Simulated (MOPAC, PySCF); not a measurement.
C9H8BN, SMILES `Bc1ccnc2ccccc12`, neutral singlet in the gas phase. 

Cartesian coordinates (Å):
SMILES: c1(c2ccccc2ncc1)B
```xyz
19

B     -2.0507     1.9144    -0.0867
C     -1.4032     0.5095    -0.0776
C     -2.2367    -0.6043    -0.1560
C     -1.6976    -1.9134    -0.1516
N     -0.4095    -2.1636    -0.0753
C      0.4553    -1.1147     0.0036
C      1.8448    -1.4063     0.0852
C      2.7688    -0.3886     0.1671
C      2.3388     0.9615     0.1706
C      0.9971     1.2746     0.0925
C      0.0136     0.2533     0.0067
H     -3.2521     1.9935    -0.1612
H     -1.4097     2.9316    -0.0228
H     -3.3192    -0.4724    -0.2219
H     -2.3683    -2.7793    -0.2139
H      2.1360    -2.4580     0.0798
H      3.8353    -0.6173     0.2297
H      3.0793     1.7623     0.2359
H      0.6783     2.3169     0.0960
```
Charge 0, multiplicity 1.

All levels are single points at this geometry (B3LYP-D3(BJ)/def2-SVP); Pople sets use spherical d functions. Orbital energies aren't observables, and empty levels follow the basis.

PM3 in MOPAC gives gap (eV) = 7.95.

### Question
Estimate the gap (eV) from each of these levels: B3LYP-D3(BJ)/def2-TZVP in PySCF; M06-2X/def2-TZVP in PySCF; SVWN5/6-31G* in PySCF; AM1 in MOPAC; PM7 in MOPAC.

### Answer

```csv
level,gap (eV)
B3LYP-D3(BJ)/def2-TZVP in PySCF,3.91
M06-2X/def2-TZVP in PySCF,6.08
SVWN5/6-31G* in PySCF,2.36
AM1 in MOPAC,8.34
PM7 in MOPAC,7.84
```
